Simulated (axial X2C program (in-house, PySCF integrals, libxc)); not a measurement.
## HfN⁻: cheaper levels and CCSD(T), two-component

Calculated with an in-house relativistic program for diatomic molecules. Two-component (2c) means X2C with spin–orbit coupling and atomic mean-field two-electron Coulomb and Gaunt terms. Basis: Hf dyall-acv3z [14s15p10d7f4g], N dyall-av3z [7s7p3d2f] (cores contracted in-house); Gaussian nuclei, density fitting, unrestricted open shells. Masses: Hf 179.947 u, N 14.003 u.

State: Ω = 0 (closed shell); fragments Hf- + N.

| level | Re (Å) | ωe (cm⁻¹) |
| --- | --- | --- |
| PBE0 | 1.729 | 1008.0 |
| HF | 1.717 | 1039.1 |
| CCSD | 1.755 | 975.2 |
| BHandHLYP | 1.724 | 1026.0 |

Correlated methods: 10 electrons correlated (number of frozen shells: Hf 5 s, 4 p, 2 d, 1 f; N 1 s), 334 virtual spin orbitals or spinors in MP2, 90 natural virtuals in coupled cluster.

CCSD(T), same Hamiltonian and basis:

Re = 1.773 Å, ωe = 933.7 cm⁻¹; T1 = 0.042 (Lee–Taylor normalisation).

Problem. Give the differences from CCSD(T) in the columns below.

Solution. 

```csv
level,ΔRe (Å),Δωe (cm⁻¹)
PBE0,-0.044,74
HF,-0.056,105
CCSD,-0.018,42
BHandHLYP,-0.049,92
```

One determinant describes the state; a PBE0 search over occupations chose it and may have missed a lower one. The closed shell is kept restricted, so the energy runs too high when the bond is stretched far. De is not given where an atomic determinant may have missed its ground term or J level, or where the truncated virtual space spoils (T). Coupled cluster ran in a truncated set of natural virtual spinors; the MP2 energy of the rest was added. (T) has no such correction and the atoms are truncated less, which lowers De at CCSD(T) by a hundredth of an eV or more. Without a current term, density functionals place determinants with orbital angular momentum somewhat too high. The outer-core s and p shells of the metal are frozen in the correlated rows, which leaves out core–valence correlation; for alkali and alkaline-earth bonds that tends to lengthen them. The T1 diagnostic is large, a sign of multireference character. The stretched end of a curve changes character and is left out. With the outer-core shells frozen, correlated bond lengths of heavy atoms tend to come out a few hundredths of an ångström too long.
